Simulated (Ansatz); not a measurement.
`F[Si](F)(Cl)Cl` + H₂S → `F[Si](F)(S)Cl` + HCl at 400 K and 1 bar (ligand exchange at the Si–Cl bond).

Isolated molecules relaxed with PBE0-D4/def2-TZVP in Ansatz; ΔE leaves out vibrations. CBS: MP2 limit from def2 TZ/QZ plus the TZ coupled-cluster correction, frozen cores. This one scheme is used for every species. Each species was taken in one conformer, which may not be the lowest.

| species | CCSD(T)/CBS energy (Eh) | H − E (kJ/mol) | S (J/(mol·K)) |
| --- | --- | --- | --- |
| `F[Si](F)(Cl)Cl` | -1408.46553 | 52.4 | 348.2 |
| H₂S | -398.97279 | 53.4 | 215.9 |
| `F[Si](F)(S)Cl` | -1347.04322 | 76.8 | 372.1 |
| HCl | -460.38127 | 29.6 | 195.4 |

H − E and S are ideal-gas, rigid-rotor, harmonic terms from PBE0-D4/def2-TZVP, for one conformer and one mirror image of each species. 1 Eh = 2625.50 kJ/mol, R = 8.31446 J/(mol·K).

By hand: ΔE, ΔH, ΔS and ΔG.

ΔE = (-1347.04322) + (-460.38127) − (-1408.46553) − (-398.97279) = 0.01383 Eh = 36.3 kJ/mol. Δ(H − E) = 76.8 + 29.6 − 52.4 − 53.4 = 0.6, so ΔH = 36.9 kJ/mol. ΔS = 372.1 + 195.4 − 348.2 − 215.9 = 3.4 J/(mol·K). ΔG = 36.9 − 400 × (3.4)/1000 = 35.5 kJ/mol.

By hand: the equilibrium constant, and the temperature at which ΔG would vanish if ΔH and ΔS stayed fixed.

log₁₀ K = −ΔG/(RT ln 10) = -4.6. ΔG = 0 at ΔH/ΔS = 10853 K, far beyond where these terms or the molecules hold.

The number of gas molecules stays the same, so ΔS is small and ΔH decides. A doubt of 5 kJ/mol in ΔE shifts log₁₀ K by 0.7 here. Other conformers and mirror images would add mixing entropy, several J/(mol·K) or more a flexible species. These are equilibria of isolated gas molecules and say nothing of rates. Largest T1 diagnostic: 0.011 (customary marks: 0.02 for closed shells, 0.045 for open ones).
